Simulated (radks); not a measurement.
Results of a calculation; reference values are marked as such.
Q: La3+, 54 electrons, occupied as [Xe]. Level of theory: non-relativistic Kohn-Sham, LDA (Slater exchange, Perdew-Wang correlation), spin-unpolarised, spherical densities, point nucleus; relativity is left out, which matters for an element this heavy (a radial shooting solver on a logarithmic mesh with Libxc functionals). Some entries of the table are withheld. Estimate them.

orbital  occ.  eigenvalue (eV)  <r^2> (bohr^2)
1s          2              (1)       0.0009507
2s          2              (2)         0.01533
2p          6        -5420.159             (3)
3s          2        -1243.984          0.1027
3p          6        -1109.006             (4)
3d         10        -856.7971         0.08000
4s          2        -268.1491             (5)
4p          6        -218.2663          0.5665
4d         10              (6)          0.6755
5s          2         -58.5729           2.870
5p          6         -44.6169           3.537
4f          0         -31.0423           1.396
6s          0         -19.6129           13.59

A: 
(1) 1s eigenvalue (eV): -36911.76
(2) 2s eigenvalue (eV): -5733.255
(3) 2p <r^2> (bohr^2): 0.01146
(4) 3p <r^2> (bohr^2): 0.09731
(5) 4s <r^2> (bohr^2): 0.5283
(6) 4d eigenvalue (eV): -130.9009
